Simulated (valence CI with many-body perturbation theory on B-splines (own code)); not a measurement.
**Basis-set convergence for Eu LVII**

Calculated by relativistic CI+MBPT: five valence electrons over a frozen Dirac-Fock core [He], radial functions for each j: 9 s, 9 p, 8 d, 6 f, 3 g, 1 h, with the one-electron correlation potential Σ1, the two-electron term Σ2, the three-electron term Σ3, Breit, model QED; selected CI, second order for the rest, scaled by the run's own slope (own B-spline code, finite nucleus).

No measured spectrum was set against this ion. As an estimate, large intervals hold to a few tenths of a per cent, small ones and those within an open d or f shell to about a per cent. Among the levels kept, up to 3900 cm⁻¹ of a level comes from second order outside the variational space, and about a tenth of that is noise between levels of different J, which matters for small intervals.

The reference run has the lowest level (2s^2 2p1/2^2 2p3/2) J=3/2 and an ionisation energy of 11739.0 eV. Its largest variational space holds 20000 state functions.

Levels are named by their leading jj configuration (3d3/2^4 stands for four electrons in 3d with j = 3/2), which in mixed levels can hold well under half, so a name can repeat and another be missing. Letters in brackets count levels of one name in rising energy.

Changed runs:
A. basis 6 s, 6 p, 5 d, 3 f, 1 g
B. basis 5 s, 5 p, 4 d, 2 f

Excitation energies of the reference run in cm⁻¹, and shifts in cm⁻¹:

| Level | Reference | A | B |
| --- | --- | --- | --- |
| (2s^2 2p1/2 2p3/2^2) J=3/2 | 5303350 | -4.0 | -265 |
| (2s^2 2p1/2 2p3/2^2) J=5/2 | 5480800 | +162 | +187 |
| (2s^2 2p1/2 2p3/2^2) J=1/2 | 5804700 | +67 | +205 |
| (2s 2p1/2^2 2p3/2^2) J=5/2 | 7491510 | -40 | -285 |
| (2s 2p1/2^2 2p3/2^2) J=1/2 | 8177130 | -35 | +72 |
| (2s 2p1/2^2 2p3/2^2) J=3/2 | 8188930 | +86 | +238 |
| (2s^2 2p3/2^3) J=3/2 | 11120200 | +82 | -1.7 |
| (2s 2p1/2 2p3/2^3) J=3/2 [a] | 12979200 | -93 | -447 |
| (2s 2p1/2 2p3/2^3) J=5/2 | 13278500 | +137 | +103 |
| (2s 2p1/2 2p3/2^3) J=1/2 | 13670600 | +58 | +50 |
| (2s 2p1/2 2p3/2^3) J=3/2 [b] | 13751200 | +176 | +362 |
| (2p1/2^2 2p3/2^3) J=3/2 | 16167100 | -31 | +48 |
| Ionisation energy (eV) | 11739.0 | -0.017 | -0.11 |
